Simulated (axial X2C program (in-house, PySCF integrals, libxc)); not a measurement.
NaHg: from Re and ωe to a spectrum

A bond curve at the PBE0 level, two-component, was computed with an in-house all-electron X2C program for linear molecules (integrals from PySCF) (basis Hg dyall-cv3z [13s14p9d6f4g], Na dyall-cv3z [9s8p5d2f] (cores contracted in-house)) for the state Ω = 1/2 (⟨Sz⟩ = 0.49, ⟨Lz⟩ = 0.01 at PBE0). Its fit gives Re = 3.3150 Å, ωe = 70.7 cm⁻¹, ωexe = 1.65 cm⁻¹ and αe = 1.894e-03 cm⁻¹; the masses are 201.9706 and 22.9898 u. Two-component means X2C with spin–orbit coupling and atomic mean-field Coulomb and Gaunt terms.

(1) Find the reduced mass, Be and the force constant.

(2) Estimate the centrifugal constant by the Kratzer relation.

(3) Where do the fundamental and the first overtone lie?

(4) A Morse curve ties αe to the other constants (Pekeris). How well does that hold?

(5) Estimate De from a Morse curve and compare with the computed well depth of 0.113 eV to Hg + Na.

One determinant describes the state; a PBE0 search over occupations chose it and may have missed a lower one. Dissociation energies refer to the lowest single-determinant-based atoms at the same level and basis. Density functionals use the spin component along the axis (collinear).

Answers

(1) From the PBE0 values: μ = 20.6404 u. Be = 16.8576/(μ Re²) = 0.07432 cm⁻¹. k = 5.8918×10⁻⁷ μ ωe² = 0.0608 mdyn/Å.

(2) D = 4Be³/ωe² = 3.29e-07 cm⁻¹.

(3) ν(1←0) = ωe − 2ωexe = 67.4 cm⁻¹; ν(2←0) = 2ωe − 6ωexe = 131.5 cm⁻¹.

(4) αe(Morse) = 6Be²/ωe × (√(ωexe/Be) − 1) = 1.740e-03 cm⁻¹; the PBE0 curve gives 1.894e-03 cm⁻¹, a ratio of 0.92.

(5) De(Morse) = ωe²/(4ωexe) = 0.094 eV against 0.113 eV computed, a ratio of 0.83. The extrapolation falls short: long-range attraction (ionic or ion–induced dipole) or a change of character along the curve can cause this.
